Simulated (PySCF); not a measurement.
## Argon: a sound run and one with changed settings

Sound run: Ar²⁺ [Ne] 3s2 3p4, Ar³⁺ [Ne] 3s2 3p3. Calculation: PySCF 2.14, in def2-TZVP (5s5p2d1f, 37 functions); the non-relativistic Hamiltonian (point nucleus). In the sound run the correlated levels freeze [Ne]. The sound run starts from symmetry-adapted Hartree-Fock orbitals and uses a fine grid where one is needed.

Changed run: basis STO-3G. This setting is unsound on purpose.

```tsv
species	method	sound run (hartree)	changed run (hartree)	converged
Ar²⁺	UHF	-525.29800	-519.70618	yes
Ar²⁺	MN15	-525.85466	-519.07356	yes
Ar²⁺	PBE0	-525.77911	-520.10102	yes
Ar²⁺	MP2	-525.42519	-519.70618	yes
Ar³⁺	UHF	-523.85107	-518.16092	yes
Ar³⁺	MN15	-524.34824	-517.46440	yes
Ar³⁺	PBE0	-524.28261	-518.49793	yes
Ar³⁺	MP2	-523.94964	-518.16092	yes
```

Ionisation energy of Ar²⁺:

| method | sound run (eV) | changed run (eV) |
| --- | --- | --- |
| UHF | 39.373 | 42.049 |
| MN15 | 40.992 | 43.787 |
| PBE0 | 40.722 | 43.622 |
| MP2 | 40.152 | 42.049 |
| SCS-MP2 | 40.233 | 42.049 |

A minimal basis cannot let orbitals breathe on ionisation and holds almost no correlation.

For comparison, NIST gives 40.735 ± 0.012 eV between the lowest levels.
